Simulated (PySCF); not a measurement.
# Gas-phase XPS of trifluoroacetamide, computed

Species: trifluoroacetamide, C2H2F3NO.
Z-matrix (Å and degrees, GFN2-xTB geometry), rows numbered from 1:
```
N 
C   1  1.3409
O   2  1.1987  1  126.69
C   2  1.5605  1  111.15  3  -179.47
F   4  1.3243  2  112.94  1  -172.34
F   4  1.3449  2  110.71  1    66.48
F   4  1.3467  2  111.07  1   -51.13
H   1  1.0078  2  118.57  3    -0.30
H   1  1.0061  2  122.56  3  -179.27
```

Method: delta-SCF UKS SCAN, pcX-2 on the ionised atom, pcseg-1 elsewhere, spin-free X2C in PySCF 2.14.0. Binding energies are ΔSCF values: E(core-ionised, relaxed orbitals) − E(ground state) at a fixed geometry, referred to the vacuum level.

Task: Give the core binding energies atom by atom.

Result: 
| atom(s) | environment | level | binding energy (eV) | above the level's lowest (eV) | count |
| --- | --- | --- | --- | --- | --- |
| F5/F6/F7 | fluorine of a CF3 group | F 1s | 694.49 | 0.00 | 3 |
| O3 | amide oxygen | O 1s | 538.27 | 0.00 | 1 |
| N1 | amide nitrogen | N 1s | 407.16 | 0.00 | 1 |
| C4 | CF3 carbon | C 1s | 298.71 | +3.51 | 1 |
| C2 | amide carbonyl carbon | C 1s | 295.20 | 0.00 | 1 |

Lowest listed C 1s: C2, bonded to O (double bond), N and C. Highest, 3.51 eV above it: C4, bonded to 3 F and C.

Task: Which effective nuclear charge Zeff reproduces each element's mean 1s value in the hydrogen-like formula E = 13.606 eV × Zeff²?

Result: C (Z = 6): mean 297.0 eV, Zeff = 4.67, Z − Zeff = 1.33; N (Z = 7): mean 407.2 eV, Zeff = 5.47, Z − Zeff = 1.53; O (Z = 8): mean 538.3 eV, Zeff = 6.29, Z − Zeff = 1.71; F (Z = 9): mean 694.5 eV, Zeff = 7.14, Z − Zeff = 1.86. Means run over the listed sites, weighted by atom count.

One atom of each set of topologically equivalent atoms was ionised and stands for the set; in this conformer not all members are related by symmetry, and their own values weren't computed. Isolated species at its GFN2-xTB geometry, gas phase.

Hardware: Arm Neoverse V2, one thread, no GPU, shared host. Cost: 31 s.
